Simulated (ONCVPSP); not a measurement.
Building the ONCV potential for Mn (LDA (Perdew-Zunger), scalar-relativistic).

Mn, optimised norm-conserving Vanderbilt (ONCV), made with ONCVPSP 4.0.1 (LDA (Perdew-Zunger), scalar-relativistic). Core [Ne] 3s2, reference 3p6 3d5 4s1 (charge +1). Waves: 4s: rc 1.95 bohr, ncon 4, nbas 9, qcut 2.7 1/bohr, 2 projectors, debl 1.1 Ha; 3p: rc 0.85 bohr, ncon 4, nbas 8, qcut 8.8 1/bohr, 3 projectors, debl 3.4 Ha; 3d: rc 2.00 bohr, ncon 4, nbas 9, qcut 6.4 1/bohr, 2 projectors, debl 3.9 Ha. Local part: polynomial inside 0.70 bohr (lpopt 2, dvloc0 0 Ha). Core correction: Teter function, fcfact 4, rcfact 1.1.

Poles of the logarithmic derivatives, all-electron (AE) and pseudo (PS). s: poles at -3.4, 2.3 (AE) and -2.8, 2.2 (PS) Ha. p: poles at 4.7 (AE) and 4.7 (PS) Ha. d: poles at -0.3, 3.5 (AE) and -0.3, 3.5 (PS) Ha. Test radii: s 1.98, p 0.86, d 2.03 bohr.

- Cutoffs needed: 58 Ha and 253 Ha (the cutoffs (Ha) at which the residual kinetic energy of the hardest occupied pseudo-wave falls to 1 and 0.1 mHa per electron)
- Ghost test: ghosts flagged at negative energy: s at -77.9 eV, p at -13349.1 eV; GHOST(+) flags only above 600 eV; a true bound ghost makes a file unfit for plane-wave use
- Largest excitation error: +286 meV (all-electron minus pseudo) for 3p6 3d4 4s0, out of 4 test configurations
- rms error of d²Exc/dni dnj: 4.54 mHa without and 3.69 mHa with the model core
